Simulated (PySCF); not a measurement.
CH4F2OSn. Atoms are numbered in the order given.

```xyz
9

C      0.2104    -2.1392     0.0000
Sn     0.0141    -0.0164     0.0000
O      1.7362     0.9413     0.0000
F     -1.0111     0.6482    -1.5074
F     -1.0111     0.6482     1.5074
H     -0.2781    -2.5289     0.9023
H     -0.2781    -2.5289    -0.9023
H      1.2799    -2.3863     0.0000
H      1.6201     1.9031     0.0000
```
Charge 0, spin multiplicity 1.

Coordinates come from a B3LYP-D3(BJ)/def2-SVP optimisation. The structure was generated by enumeration; whether it is a known compound was not checked. The def2 effective core potentials stand for the cores of Sn; spin–orbit coupling is left out. The values are those of a single conformer.

Computed with M06-2X/def2-TZVP (PySCF).

```json
{
  "total_energy": "-529.78351 hartree",
  "point_group": "Cs",
  "highest_occupied_level": "-11.16 eV",
  "lowest_empty_level": "-0.69 eV",
  "orbital_gap": "10.46 eV",
  "dipole_moment": "3.06 D",
  "quadrupole, principal values (traceless, Buckingham form, about the centre of nuclear charge)": "-7.44, -6.91, 14.35 D·Å",
  "mean_static_polarisability": "48.3 bohr³ (7.15 Å³)",
  "polarisability_principal_values": "42.4, 45.8, 56.6 bohr³"
}
```
